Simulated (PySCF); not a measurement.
Structure problem from calculated spectra and properties.

Formula: C2BrF5.

| Property | Result |
| --- | --- |
| Couplings | largest of the computed one-bond spin–spin couplings (means over like bonds): 19F–13C -386.6 (×2), 19F–13C -354.4 (×3), 13C–13C +103.1 Hz [B3LYP/pcJ-1 (pcSseg-1 on Br)] |
| Dipole | 0.71 D [CAM-B3LYP/def2-SVPD] |
| UV, strongest line | among the 10 lowest singlet transitions: S3 at 8.75 eV (142 nm, f = 0.175) [TDDFT CAM-B3LYP/def2-SVPD] |
| Rotational structure | rotational constants A, B, C: 2.237, 1.052, 0.955 GHz [PBE0-D3(BJ)/def2-SVP] |
| UV, first state | lowest singlet excitation: 6.24 eV (199 nm, f = 0.000) [TDDFT CAM-B3LYP/def2-SVPD] |
| 13C NMR | chemical shifts (computed TMS as zero) by class: 117.8 (1 C), 109.8 (1 C) ppm [GIAO HF/pcSseg-2] |
| Polarisability | 50.7 au [CAM-B3LYP/def2-SVPD] |

The electronic properties come from PySCF, for the isolated species, density fitting. Levels stand in brackets. Geometry: PBE0-D3(BJ)/def2-SVP; no solvent, vibrations or thermal averaging. The calculation is non-relativistic and has no spin–orbit coupling, an omission that weighs most on bromine. Each NMR value is the plain mean over a class of atoms that symmetry, rotation or inversion makes alike.

Q: Propose a structure and show how it fits.

A: Numbering: `[F:1][C:2]([F:3])([F:4])[C:5]([F:6])([F:7])[Br:8]`. Its formula, C2BrF5, gives 0 degrees of unsaturation, so no ring and no π bond. 2 carbons fall into 2 classes; from least to most shielded: CF2 carbon [C5] (117.8 ppm), CF3 carbon [C2] (109.8 ppm). The couplings run between: -386.6 Hz, fluorine of a CF2 group [F6] and CF2 carbon [C5] (with 1 like pair); -354.4 Hz, fluorine of a CF3 group [F1] and CF3 carbon [C2] (with 2 like pairs); +103.1 Hz, CF3 carbon [C2] and CF2 carbon [C5]. The optimised geometry has point group Cs and is an asymmetric top. Structure: bromopentafluoroethane (`FC(F)(F)C(F)(F)Br`). The assignments are read from this structure; whether some other isomer fits the data as well wasn't checked. NMR values of atoms bound to Br lack the spin–orbit term that these neighbours bring.

Conformer computed: `[F:1][C:2]([F:3])([F:4])[C:5]([F:6])([F:7])[Br:8]`: F1–C2–C5–F6 59°.
